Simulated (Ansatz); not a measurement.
(Z)-1-bromobut-1-en-3-yne (C4H3Br), SMILES C#C/C=C\Br.

Geometry: B3LYP-D3(BJ)/def2-SVP.

Two levels are set side by side: PBE/def2-SVPD (Ansatz, a first-principles code) and PBE0/def2-SVPD (Ansatz). Energy differences of separate SCF runs at the same geometry; the states with an electron removed or added have multiplicity 2 and 2. Differences are taken from unrounded values.

| quantity | PBE0 | PBE | PBE minus PBE0 |
|---|---|---|---|
| vertical ionisation energy (eV) | 9.07 | 8.90 | -0.17 |
| vertical singlet–triplet gap (eV) | 3.17 | 3.18 | 0.00 |

Here PBE gives about what the other level gives.
